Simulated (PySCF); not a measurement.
Compound: C7H11FN2Si.
Numbering: `[CH3:1][Si:2]([CH3:3])([CH3:4])[c:5]1[cH:6][c:7]([F:8])[cH:9][n:10][n:11]1`

Geometry (GFN2-xTB, Å), atoms numbered from 1 in this order:
```
atom  x, y, z in Å
C1    -1.772    1.786   -0.421
Si2   -1.111    0.055   -0.003
C3    -1.693   -0.538    1.713
C4    -1.584   -1.226   -1.336
C5     0.795    0.187    0.048
C6     1.661   -0.844   -0.334
C7     3.009   -0.587   -0.239
F8     3.919   -1.516   -0.586
C9     3.421    0.661    0.224
N10    2.541    1.578    0.572
N11    1.268    1.346    0.486
H12   -1.366    2.519    0.268
H13   -1.486    2.089   -1.424
H14   -2.855    1.825   -0.359
H15   -1.319   -1.531    1.945
H16   -1.350    0.135    2.492
H17   -2.777   -0.575    1.763
H18   -1.110   -1.009   -2.289
H19   -1.300   -2.234   -1.048
H20   -2.657   -1.230   -1.500
H21    1.291   -1.793   -0.687
H22    4.464    0.922    0.315
```

Definitions: NICS(0) = −σiso at the ring centroid; NICS(1) = −σiso and NICS(1)zz = −σzz at ±1 Å along the ring normal z. Level: GIAO PBE0/pcSseg-1 (PySCF, non-relativistic, gas phase) on the GFN2-xTB geometry, one conformer.

Ring bond lengths (Å), with Mayer bond orders in brackets: C5–C6 1.399 (1.30), C6–C7 1.376 (1.46), C7–C9 1.393 (1.31), C9–N10 1.318 (1.50), N10–N11 1.297 (1.34), N11–C5 1.326 (1.44).

**Question.** Give the NICS values of each ring in ppm.

**Answer.** 
| ring | type | NICS(0) | NICS(1), two faces | NICS(1)zz, two faces | rms pucker (Å) | centre to ring atoms, mean (Å) |
| --- | --- | --- | --- | --- | --- | --- |
| C5–C6–C7–C9–N10–N11 | 6-membered ring with 2 N; formal bonds all aromatic | -7.1 | -11.6 / -11.7 | -27.7 / -27.7 | 0.00 | 1.35 |

**Question.** What do they say, and how far can they be read as aromaticity?

**Answer.** 
- C5–C6–C7–C9–N10–N11: mean NICS(1)zz -27.7 ppm, shielded. The ring is flat and has no four-coordinate atom; by the NICS criterion it is aromatic.

**Question.** And the bond-length index? HOMA = 1 − mean of α(R − Ropt)² over the ring bonds, with Krygowski's 1993 parameters (CC: Ropt 1.388 Å, α 257.7 Å⁻²; CN: Ropt 1.334 Å, α 93.52 Å⁻²; NN: Ropt 1.309 Å, α 130.33 Å⁻²).

**Answer.** 
- C5–C6–C7–C9–N10–N11: HOMA 0.98; the largest term is that of C6–C7, α(R − Ropt)² = 0.04. The geometric and the magnetic index point the same way.

**Question.** At the second NICS(1) probe listed for ring C5–C6–C7–C9–N10–N11, 1 Å off the ring, how large is the induced field along the normal in 7.05 T applied along it?

**Answer.** NICSzz × B0 = -27.7 ppm × 7.05 T = -195 μT, against the applied field.
